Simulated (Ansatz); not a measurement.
Input for Ansatz (a program for electronic structure): U-CCSD(T)/def2-TZVPP on SiC-, 2S+1 = 2, a spin state set in the input, which need not be the lowest, a point of a bond scan (R = 1.674 Å). Charge -1.

Ansatz 0.2 input:
```yaml
crystal:
  periodic: [false, false, false]
  atoms:
    - {symbol: C, position_ang: [0.00000000, 0.00000000, 0.00000000]}
    - {symbol: Si, position_ang: [0.00000000, 0.00000000, 1.67409700]}
basis:
  gaussian:
    orbitals: def2-TZVPP
    pivot_positions_ang: [[0.00000000, 0.00000000, 0.00000000], [0.00000000, 0.00000000, 1.67409700]]
total_charge: -1
magnetization: {spin_polarized: true, initial_magnetization: 1}
correlation: {method: ccsd_t, electrons: valence}
output: {orbitals: {seedname: ./end}}
```

**Question.** Predict the final total energy.

**Answer.** -326.9378 hartree (reference determinant -326.6756, T1 diagnostic 0.109). Its determinant has ⟨S²⟩ = 1.75, a mixture of spin states.

**Question.** How many basis functions does it have, and what does it roughly cost on one machine?

**Answer.** 73 functions; very roughly 60 core-seconds.
